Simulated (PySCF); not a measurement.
C4H8S. Atoms are numbered in the order given.

```xyz
13

C     -0.2753    -0.7142     1.2841
C      0.2753     0.7142     1.2841
C     -0.1371     1.3404    -0.0500
S      0.0000     0.0000    -1.3171
C      0.1371    -1.3404    -0.0500
H      0.0984    -1.3060     2.1357
H     -1.3756    -0.6863     1.3569
H     -0.0984     1.3060     2.1357
H      1.3756     0.6863     1.3569
H     -1.1776     1.6998    -0.0175
H      0.5086     2.1805    -0.3431
H      1.1776    -1.6998    -0.0175
H     -0.5086    -2.1805    -0.3431
```
Charge 0, spin multiplicity 1.

The structure is a stationary point at B3LYP-D3(BJ)/def2-SVP. One conformer was computed; it need not be the lowest.

Calculation: ωB97X/def2-TZVP (PySCF).

```
Property                                                                                                        Value
---------------------------------------------------------------------------------------------  ----------------------
total energy                                                                                       -555.46123 hartree
point group                                                                                                        C2
highest occupied level                                                                                       -8.53 eV
lowest empty level                                                                                            3.00 eV
orbital gap                                                                                                  11.53 eV
dipole moment                                                                                               0.446 e·Å
quadrupole, principal values (traceless, Buckingham form, about the centre of nuclear charge)  -4.18, -0.69, 4.86 D·Å
mean static polarisability                                                                       63.5 bohr³ (9.40 Å³)
polarisability, principal values                                                               52.7, 68.8, 68.9 bohr³
```
